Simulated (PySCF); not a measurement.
# Trend along the halogens: MNb molecules

r²SCAN with triple-zeta basis sets in PySCF, for the lowest determinant that a PBE0 search found; no spin–orbit coupling. De refers to high-spin ground-configuration atoms. A positive dipole means M(−)Nb(+).

| M | basis | state (unpaired electrons) | Re (Å) | ωe (cm⁻¹) | De (eV) | μ (D) |
| --- | --- | --- | --- | --- | --- | --- |
| F | def2-TZVPP | quintet (σ ↑, π ↑, δ ↑↑) | 1.876 | 657 | 5.93 | 2.66 |
| Cl | x2c-TZVPPall | quintet (σ ↑, π ↑, δ ↑↑) | 2.293 | 390 | 4.55 | 3.50 |
| Br | def2-TZVPP | quintet (σ ↑↑, δ ↑↑) | 2.496 | 253 | 3.29 | 0.82 |

The shortest bond is that of NbF (1.876 Å), the longest that of NbBr (2.496 Å). NbF is bound most strongly (5.93 eV) and NbBr least (3.29 eV).

The rows differ in basis set, which adds steps of its own.

The state changes along the series, so neighbouring rows are not always alike in their bonding.

The metal atom is held in its measured ground configuration; semilocal functionals can put another filling of s and d lower by some tenths of an eV, and De to that atom would be smaller. Spin–orbit coupling is left out, which matters for elements this heavy, above all for dissociation energies. Counting both spins, an empty level lies below a filled one in some of these solutions, because spin and occupation are held. The state is the lowest single determinant that the PBE0 search found; with open d or f shells the true ground state can be another one.
